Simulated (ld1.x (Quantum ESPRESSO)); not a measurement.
# Nd (Z = 60): ultrasoft pseudisation with BP86, scalar-relativistic reference atom.

ld1.x (Quantum ESPRESSO) 7.5 was run on this input:

```
&input
   title='Nd', zed=60., rel=1, dft='BP', iswitch=3,
   config='[Xe] 4f3 5d1 6s1.5 6p0.5',
   nld=3, rlderiv=3.50, eminld=-5.0, emaxld=5.0, deld=0.02
 /
 &inputp
   pseudotype=3, tm=.true., lloc=-1, rcloc=2.15,
   nlcc=.false.,
   which_augfun='PSQ', rmatch_augfun_nc=.true.,
   file_pseudopw='Nd.UPF', file_wfcaegen='ae.wfc', file_wfcncgen='nc.wfc', file_beta='beta', file_chi='chi', file_wfcusgen='us.wfc'
 /
6
5S  1  0   2.00   0.00  1.95  2.60  0.0
6S  2  0   1.50   0.00  1.95  2.60  0.0
5P  2  1   6.00   0.00  3.05  3.20  0.0
6P  3  1   0.50   0.00  3.05  3.20  0.0
5D  3  2   1.00   0.00  2.30  2.80  0.0
5D  3  2   0.00   2.20  2.30  2.80  0.0
 &test
   configts(1)='5s2 5p6 5d1 6s1.5 6p0.5'
 /
```

Command:

```bash
ld1.x < Nd.in > Nd.out
```

Resulting log (shortened: banner, matrices, multipoles, cross overlaps and the repeated all-electron block are left out):

```
Program LD1 v.7.5
     --------------------------- All-electron run ----------------------------

     Nd
     scalar relativistic calculation

     atomic number is 60.00
     dft =BP   lsd =0 sic =0 latt =0  beta=0.20 tr2=1.0E-14
     Exchange-correlation= BP
                           (   1   1   1   1   0   0   0)
     mesh =1257 r(mesh) = 100.04854 a.u. xmin = -7.00 dx = 0.01250
     1 Ry =  13.60569312 eV, c = 137.03599908

     n l     nl                  e(Ry)          e(Ha)          e(eV)
     1 0     1S 1( 2.00)     -3191.1057     -1595.5529    -43417.2050
     2 0     2S 1( 2.00)      -516.5776      -258.2888     -7028.3963
     2 1     2P 1( 6.00)      -461.8290      -230.9145     -6283.5041
     3 0     3S 1( 2.00)      -112.5576       -56.2788     -1531.4236
     3 1     3P 1( 6.00)       -95.2935       -47.6468     -1296.5342
     4 0     4S 1( 2.00)       -22.8217       -11.4108      -310.5046
     4 1     4P 1( 6.00)       -17.1563        -8.5782      -233.4234
     3 2     3D 1(10.00)       -71.3402       -35.6701      -970.6331
     5 0     5S 1( 2.00)        -3.2642        -1.6321       -44.4117
     5 1     5P 1( 6.00)        -1.8637        -0.9319       -25.3576
     4 2     4D 1(10.00)        -9.1006        -4.5503      -123.8204
     4 3     4F 1( 3.00)        -0.5599        -0.2799        -7.6176
     5 2     5D 1( 1.00)        -0.2595        -0.1298        -3.5311
     6 0     6S 1( 1.50)        -0.3200        -0.1600        -4.3539
     6 1     6P 1( 0.50)        -0.1267        -0.0634        -1.7241

     final scf error:  3.1E-15 reached in  39 iterations

     Etot =  -19250.674408 Ry,   -9625.337204 Ha, -261918.768411 eV

     Ekin =   20490.147192 Ry,   10245.073596 Ha,  278782.654739 eV
     Encl =  -46724.538296 Ry,  -23362.269148 Ha, -635719.729366 eV
     Eh   =    7430.219371 Ry,    3715.109686 Ha,  101093.284602 eV
     Exc  =    -446.502676 Ry,    -223.251338 Ha,   -6074.978386 eV

     normalization and overlap integrals

     s(1S/1S) =  1.000000  <r> =   0.0236  <r2> =    0.0008  r(max) =   0.0151
     s(2S/2S) =  1.000000  <r> =   0.1010  <r2> =    0.0120  r(max) =   0.0857
     s(2P/2P) =  1.000000  <r> =   0.0888  <r2> =    0.0096  r(max) =   0.0693
     s(3S/3S) =  1.000000  <r> =   0.2663  <r2> =    0.0810  r(max) =   0.2449
     s(3P/3P) =  1.000000  <r> =   0.2645  <r2> =    0.0811  r(max) =   0.2389
     s(4S/4S) =  1.000000  <r> =   0.6063  <r2> =    0.4146  r(max) =   0.5659
     s(4P/4P) =  1.000000  <r> =   0.6415  <r2> =    0.4679  r(max) =   0.5875
     s(3D/3D) =  1.000000  <r> =   0.2418  <r2> =    0.0688  r(max) =   0.1956
     s(5S/5S) =  1.000000  <r> =   1.4472  <r2> =    2.3540  r(max) =   1.3076
     s(5P/5P) =  1.000000  <r> =   1.6830  <r2> =    3.2134  r(max) =   1.4632
     s(4D/4D) =  1.000000  <r> =   0.7032  <r2> =    0.5734  r(max) =   0.6176
     s(4F/4F) =  1.000000  <r> =   0.9988  <r2> =    1.3164  r(max) =   0.6493
     s(5D/5D) =  1.000000  <r> =   2.8384  <r2> =    9.7703  r(max) =   2.0764
     s(6S/6S) =  1.000000  <r> =   4.1580  <r2> =   19.5830  r(max) =   3.5543
     s(6P/6P) =  1.000000  <r> =   5.6295  <r2> =   36.1914  r(max) =   4.7382

     ------------------------ End of All-electron run ------------------------

     --------------------- Generating US pseudopotential ---------------------

      Generating local potential from pseudized AE potential:
      Matching radius rcloc =   2.1500

      Local pseudo, rcloc= 2.129 Estimated cut-off energy=     5.51 Ry
      Wfc-us  5S rcutus= 2.600  Estimated cut-off energy=     8.43 Ry
      Wfc-us  6S rcutus= 2.600  Estimated cut-off energy=    17.16 Ry
      Wfc-us  5P rcutus= 3.176  Estimated cut-off energy=     8.76 Ry
      Wfc-us  6P rcutus= 3.176  Estimated cut-off energy=    16.42 Ry
      Wfc-us  5D rcutus= 2.803  Estimated cut-off energy=    14.53 Ry
      Wfc-us  5D rcutus= 2.803  Estimated cut-off energy=    27.35 Ry

      Problem with multipole  6  2:  6  2 l3=  4      0.0000104

     Q pseudized with Bessel functions
     Expected ecutrho=      93.5271 due to l1=  2   l2=  2

     ------------------- End of pseudopotential generation -------------------

     Computing logarithmic derivative in   3.48834
     Message from routine run_pseudo:
     Warning: convergence not achieved
     Computing logarithmic derivative in   3.48834
     Computing the partial wave expansion
     R is outside the sphere for l=    0 j= 0.00
     R is outside the sphere for l=    0 j= 0.00
     R is outside the sphere for l=    1 j= 0.00
     R is outside the sphere for l=    1 j= 0.00
     R is outside the sphere for l=    2 j= 0.00
     R is outside the sphere for l=    2 j= 0.00

     ---------------------- Testing the pseudopotential ----------------------

     Nd
     scalar relativistic calculation

     atomic number is 60.00   valence charge is 11.00
     dft =BP   lsd =0 sic =0 latt =0  beta=0.20 tr2=1.0E-14
     mesh =1257 r(mesh) = 100.04854 xmin = -7.00 dx = 0.01250

     n l     nl             e AE (Ry)        e PS (Ry)    De AE-PS (Ry)
     1 0     5S   1( 2.00)       -3.26420       -3.26418       -0.00003
     2 1     5P   1( 6.00)       -1.86375       -1.86372       -0.00002
     3 2     5D   1( 1.00)       -0.25953       -0.25952       -0.00001
     2 0     6S   1( 1.50)       -0.32001       -0.32000       -0.00000
     3 1     6P   1( 0.50)       -0.12672       -0.12671       -0.00000

     eps = 1.9E-11  iter =201

     Etot =  -19250.674408 Ry,   -9625.337204 Ha, -261918.768411 eV
     Etotps =   -69.617812 Ry,     -34.808906 Ha,    -947.198587 eV

     Ekin =      13.344053 Ry,       6.672027 Ha,     181.555095 eV
     Encl =    -141.306495 Ry,     -70.653248 Ha,   -1922.572811 eV
     Ehrt =      53.703823 Ry,      26.851912 Ha,     730.677738 eV
     Ecxc =      -8.815644 Ry,      -4.407822 Ha,    -119.942947 eV
     Epseu=      13.456451 Ry,       6.728225 Ha,     183.084338 eV

     ---------------------- End of pseudopotential test ----------------------
```

The ghost test of this file was not conclusive. Its overlap operator is not positive definite in a basis up to 400 Ry (lowest eigenvalue p -0.37, d -0.06), so the file is unfit for use: the generalised eigenproblem breaks down once the basis is large enough, and its test numbers describe a broken file.

Generation and configuration tests took about 11 s on one core of a shared server CPU.

Transferability test of the new file with ld1.x, input:

```
&input
   title='Nd', zed=60., rel=1, dft='BP', iswitch=2,
   config='[Xe] 4f3 5d1 6s1.5 6p0.5'
 /
 &test
   file_pseudo='Nd.UPF', nconf=8,
   configts(1)='5s2 5p6 5d1 6s1.5 6p0.5',
   configts(2)='5s2 5p6 5d1 6s2 6p0',
   configts(3)='5s2 5p6 5d1 6s1 6p0',
   configts(4)='5s2 5p6 5d1 6s0 6p0',
   configts(5)='5s2 5p6 5d1 6s0 6p1',
   configts(6)='5s2 5p6 5d1 6s0 6p2',
   configts(7)='5s2 5p6 5d0 6s2 6p0',
   configts(8)='5s2 5p6 5d2 6s0 6p0'
 /
```

```bash
ld1.x < Nd.test.in > Nd.test.out
```

Pseudopotential blocks of its output, shortened (energy terms left out; the distinct warnings before each block abridged to one line each):

```
     Warning: convergence not achieved
     ---------------------- Testing the pseudopotential ----------------------

     n l     nl             e AE (Ry)        e PS (Ry)    De AE-PS (Ry)
     1 0     5S   1( 2.00)       -3.26420       -3.26418       -0.00003
     2 1     5P   1( 6.00)       -1.86375       -1.86372       -0.00002
     3 2     5D   1( 1.00)       -0.25953       -0.25952       -0.00001
     2 0     6S   1( 1.50)       -0.32001       -0.32000       -0.00000
     3 1     6P   1( 0.50)       -0.12672       -0.12671       -0.00000

     eps = 9.4E-12  iter =201

     Etot =  -19250.674409 Ry,   -9625.337204 Ha, -261918.768415 eV
     Etotps =   -69.617812 Ry,     -34.808906 Ha,    -947.198587 eV

     ---------------------- End of pseudopotential test ----------------------

          Warning: convergence not achieved
     ---------------------- Testing the pseudopotential ----------------------

     n l     nl             e AE (Ry)        e PS (Ry)    De AE-PS (Ry)
     1 0     5S   1( 2.00)       -3.21945       -3.22686        0.00741  !
     2 1     5P   1( 6.00)       -1.81955       -1.82676        0.00721  !
     3 2     5D   1( 1.00)       -0.22378       -0.22677        0.00299
     2 0     6S   1( 2.00)       -0.29434       -0.29415       -0.00019
     3 1     6P   1( 0.00)       -0.10461       -0.10432       -0.00029

     eps = 1.7E-10  iter =201

     Etot =  -19250.770093 Ry,   -9625.385046 Ha, -261920.070265 eV
     Etotps =   -69.713552 Ry,     -34.856776 Ha,    -948.501192 eV
     dEtot_ae =      -0.095684 Ry
     dEtot_ps =      -0.095740 Ry,   Delta E=       0.000055 Ry

     ---------------------- End of pseudopotential test ----------------------
```

The test run then stopped with an error in chargeps: “negative rho”.
